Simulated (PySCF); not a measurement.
B3LYP has the VWN-RPA correlation part, as in Gaussian. 

Z-matrix (Å, degrees):
```
Ti
O 1 1.7792
H 2 0.9645 1 135.06
O 1 1.7793 2 113.47 3 142.12
H 4 0.9645 1 135.06 2 10.62
O 1 1.7793 2 113.48 3 10.65
H 6 0.9645 1 135.06 2 142.12
H 1 1.7018 2 105.08 3 -103.62
```
Charge 0, spin multiplicity 1.

What is the computed dipole moment, charge on the central atom (Mulliken), LUMO, HOMO and charge on the central atom (meta-Löwdin) (PySCF 2.14.0 with B3LYP-D3(BJ)/def2-TZVP // r2SCAN-D4/def2-SVP)?


```json
{
 "dipole_moment": "2.45 D",
 "charge on the central atom (Mulliken)": "1.31 e",
 "LUMO": "-1.53 eV",
 "HOMO": "-7.86 eV",
 "charge on the central atom (meta-Löwdin)": "1.30 e"
}
```
